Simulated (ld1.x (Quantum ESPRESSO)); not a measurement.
**germanium, TM: configuration errors across variants**

Ge (Z = 32), norm-conserving Troullier–Martins (Kleinman–Bylander form), made with ld1.x (Quantum ESPRESSO) 7.5 (BLYP, scalar-relativistic). Core [Ar] 3d10, reference 4s1.5 4p2.5. Waves: 4p (bound): rc 1.90 bohr; 4s (bound): rc 1.50 bohr. Local part: the s channel. Core correction: none.

All-electron excitation energies from the reference (eV): (1) 4s2 4p2 -3.978; (2) 4s2 4p1 3.386; (3) 4s2 4p0 18.843; (4) 4s1 4p2 12.135; (5) 4s1 4p0 53.791; (6) 4s2 4p1.5 -1.224; (7) 4s1 4p3 4.053.

A true bound ghost makes a file unfit for plane-wave use even where its test errors are small: the radial tests pick states by their node count and pass the ghost by.

Errors AE − PS in meV (a dash: test not solved or not reliable):

| change | (1) | (2) | (3) | (4) | (5) | (6) | (7) | bound ghosts |
| --- | --- | --- | --- | --- | --- | --- | --- | --- |
| base | +4.5 | +21 | +95 | +9.4 | +346 | +9.0 | +4.7 | none |
| wave 4s (bound): rc 1.50 bohr becomes 4s (bound): rc 0.98 bohr | -2.7 | -94 | -277 | -24 | -2.3 | -39 | +21 | p |
| wave 4s (bound): rc 1.50 bohr becomes 4s (bound): rc 1.18 bohr | +6.1 | +28 | +129 | +7.8 | +388 | +12 | +8.1 | p |
| wave 4s (bound): rc 1.50 bohr becomes 4s (bound): rc 1.36 bohr | +5.1 | +23 | +108 | +8.7 | +356 | +10 | +5.4 | none |
| wave 4s (bound): rc 1.50 bohr becomes 4s (bound): rc 1.84 bohr | +4.3 | +20 | +96 | +9.1 | +347 | +8.8 | +4.4 | none |
| wave 4s (bound): rc 1.50 bohr becomes 4s (bound): rc 2.10 bohr | +3.6 | +21 | +107 | +7.2 | +358 | +8.3 | +3.7 | none |
| wave 4s (bound): rc 1.50 bohr becomes 4s (bound): rc 2.28 bohr | +3.3 | +24 | +138 | +1.4 | +390 | +9.2 | +3.7 | none |

Question: Give the same row for: wave 4s (bound): rc 1.50 bohr becomes 4s (bound): rc 1.76 bohr.

Answer: +4.5, +21, +95, +9.4, +346, +9.1, +4.7; bound ghosts: none.
